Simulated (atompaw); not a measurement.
Pseudopotential generation for Cr (Z = 24): PAW (atompaw), PBE, scalar-relativistic.

atompaw 4.2.0.5 was run on this input:

```
Cr 24
GGA-PBE scalarrelativistic loggrid 1500 logderivrange -6 5 276
4 4 3 0 0 0
4 0 0.5
4 1 0
3 2 5
0 0 0
c
c
c
v
c
v
v
v
2
2.55 2.40 2.50 1.65
y
0.95
n
n
y
1.2
n
custom rrkj vanderbiltortho besselshape
3 0 troulliermartins
2.55
2.55
1.45
2.55
2.55
2.55
PWSCFOUT
UPFDX 0.0125d0 UPFXMIN -7.d0 UPFZMESH 24.d0
END
```

Command:

```bash
atompaw < Cr.input > Cr.log
```

The program printed (summary file):

```
Completed calculations for Cr (AE)

 Exchange-correlation type: GGA, Perdew-Burke-Ernzerhof

 Radial integration grid is logarithmic
 r0 =   3.4351539E-04 h =   8.2443693E-03   n =      1500 rmax =   8.0000000E+01

 Scalar relativistic calculation

 AEatom converged in  30 iterations
   nz     =  24.00
   delta  =       7.437535895612E-17

 All Electron Orbital energies:
  n  l      occupancy      energy
  1  0      2.0000000E+00 -4.3248614E+02
  2  0      2.0000000E+00 -4.9268468E+01
  3  0      2.0000000E+00 -5.6799375E+00
  4  0      5.0000000E-01 -5.0445485E-01
  2  1      6.0000000E+00 -4.1445503E+01
  3  1      6.0000000E+00 -3.5832089E+00
  4  1      0.0000000E+00 -2.4686112E-01
  3  2      5.0000000E+00 -4.5610312E-01

 Total energy
   Total                    :    -2100.85695853965080

 ---
 Completed calculations for Cr (SC)

 Exchange-correlation type: GGA, Perdew-Burke-Ernzerhof

 Radial integration grid is logarithmic
 r0 =   3.4351539E-04 h =   8.2443693E-03   n =      1500 rmax =   8.0000000E+01

 Scalar relativistic calculation

 SCatom converged in   2 iterations
   nz     =  24.00
   delta  =       1.575992274393E-17

 Valence Electron Orbital energies:
  n  l      occupancy      energy
   4  0      5.0000000E-01 -5.0445485E-01
   3  1      6.0000000E+00 -3.5832089E+00
   4  1      0.0000000E+00 -2.4686112E-01
   3  2      5.0000000E+00 -4.5610312E-01

 Total energy
   Total                    :    -2100.85695853964398
   Valence                  :     -197.59344752684171

 PAW parameters:
       lmax =            2
         rc =    2.5702297404125400
        irc =         1083
   rc_shape =    2.4061578481577701
    rc_vloc =    2.5074312765662286
    rc_core =    1.6602537862264359
   Vloc: Norm-conserving Troullier-Martins with l= 3;e=   0.0000E+00
   Projector type: RRKJ pseudization + Vanderbilt ortho.
   Bessel compensation charge shape zeroed at   2.4062E+00

 Number of basis functions     6
 No.   n  nodes  l      Energy         Cp coeff         Occ
  1    4    3    0   -0.5044548E+00  0.8240400E+02  0.5000000E+00
  2  999    4    0    0.9500000E+00  0.2726387E+01  0.0000000E+00
  3    3    1    1   -0.3583209E+01 -0.3978739E+00  0.6000000E+01
  4    4    2    1   -0.2468611E+00  0.1170999E+02  0.0000000E+00
  5    3    0    2   -0.4561031E+00  0.2642428E+02  0.5000000E+01
  6  999    1    2    0.1200000E+01 -0.2243902E+02  0.0000000E+00

 Eigenvalues of overlap operator (in the basis of projectors):
    1        9.45026416E-02
    2        6.74742781E-01
    3        2.26722083E+00
    4        1.06473538E+02
    5        1.98262944E+02
    6        8.04114230E+03

 Orbital leakage outside PAW augmentation regions
   orb  is_core?  %out_of_sphere
   1 0    T           0.00
   2 0    T           0.00
   3 0    T           0.06
   4 0    F          67.74
   2 1    T           0.00
   3 1    F           0.28
   4 1    F          87.36
   3 2    F          11.21

 Summary of PAW energies
   Total valence energy     :   -197.59522720357012
   Smooth energy            :     18.66860231111535
   One center               :   -216.26382951468548
   Smooth kinetic           :     32.84305034800682
   Vloc energy              :     -7.06567760581577
   Smooth exch-corr         :     -8.94434003459682
   One-center xc            :    -88.15859917591729
```

The run took about 5.9 s on one core of a shared server CPU.
